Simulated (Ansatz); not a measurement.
`[CH3][SnH]([OH])[CH]=O`, relaxed with RKS PBE-D4/def2-SVP in Ansatz from a rough embedded geometry. The force threshold is 0.03 eV/Å; the program also tests the step.

The species carries charge 0 and has multiplicity 1. Sn takes the def2 core potential.

Start:

```xyz
11

C     1.605    0.599   -0.374
Sn   -0.411    0.410    0.095
O    -0.648    0.723    2.045
C    -1.131   -1.526   -0.467
O    -0.998   -1.912   -1.564
H     1.828    0.403   -1.478
H     2.003    1.603   -0.136
H     2.226   -0.161    0.161
H    -1.331    1.550   -0.828
H    -1.651    0.515    2.181
H    -1.493   -2.205    0.364
```

```csv
step,energy (eV),largest force (eV/Å),largest move (Å)
1,-12084.1231,3.701,0.000
2,-12084.2551,2.717,0.195
3,-12084.3441,3.362,0.192
4,-12084.4923,0.732,0.200
5,-12084.5007,0.177,0.141
6,-12084.5185,0.094,0.183
7,-12084.5210,0.026,0.037
8 (rejected),-12084.5196,0.203,0.080
9,-12084.5214,0.132,0.039
10,-12084.5221,0.029,0.026
```

End:

```xyz
11

C     1.661    0.616   -0.357
Sn   -0.450    0.402    0.052
O    -0.569    0.603    2.064
C    -1.156   -1.647   -0.577
O    -1.075   -1.988   -1.736
H     1.896    0.178   -1.346
H     1.936    1.687   -0.349
H     2.229    0.082    0.429
H    -1.418    1.629   -0.728
H    -1.488    0.789    2.333
H    -1.566   -2.353    0.216
```

It took 13 s on 4 threads of an Arm Neoverse V1 on a shared host, with 0.16 GiB of host memory at the peak.
